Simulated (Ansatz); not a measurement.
Ideal-gas functions of C₂H₃ClHfO₂ (`C#[C][Hf]([OH])([OH])[Cl]`) at 800 K and 1 bar, from an Ansatz frequency run at PBE0-D4/def2-TZVP.

Molar mass 272.99 g/mol, point group Cs (symmetry number 1), electronic degeneracy 1, moments of inertia 259.781, 365.975, 446.134 u Å². Harmonic wavenumbers (cm⁻¹, unscaled): 72, 92, 131, 134, 156, 170, 214, 234, 256, 271, 304, 371, 426, 705, 728, 734, 739, 2092, 3452, 4015, 4018.

Use S(trans) = R[1.5 ln M + 2.5 ln T − 1.1517]; rotational temperatures θ = 24.2544 K / I; S(rot) = R[ln(√π/σ · √(T³/θAθBθC)) + 1.5]; for each mode x = 1.438777 ν̃/T, S = R[x/(eˣ − 1) − ln(1 − e⁻ˣ)] and H = RT x/(eˣ − 1); 1 cm⁻¹ = 0.0119627 kJ/mol; R = 8.31446 J/(mol·K).

Question: By hand: the entropy, in J/(mol·K).

Answer: Translation 199.3. Rotation: θ = 0.0934, 0.0663, 0.0544 K, giving 133.8. Vibration, mode by mode: 25.32, 23.28, 20.35, 20.17, 18.91, 18.20, 16.30, 15.57, 14.84, 14.37, 13.44, 11.83, 10.73, 6.88, 6.64, 6.58, 6.54, 0.94, 0.12, 0.05, 0.05, in all 251.1. Electronic 0.0. Sum 584.2 J/(mol·K).

Question: By hand: H − E and G − E in kJ/mol, counted from the electronic energy.

Answer: Zero-point energy ½ × 19314 × 0.0119627 = 115.5; thermal vibration 84.5; translation, rotation and pV give 4 RT = 26.6. H − E = 226.6 kJ/mol, and G − E = 226.6 − 800 × 584.2/1000 = -240.8 kJ/mol.

Vibration gives 43 % of the entropy, 89.1 J/(mol·K) of it from the modes under 150 cm⁻¹: soft modes count most, and the harmonic formula is weakest for them. The sum counts one conformer and one mirror image; others add a mixing term.
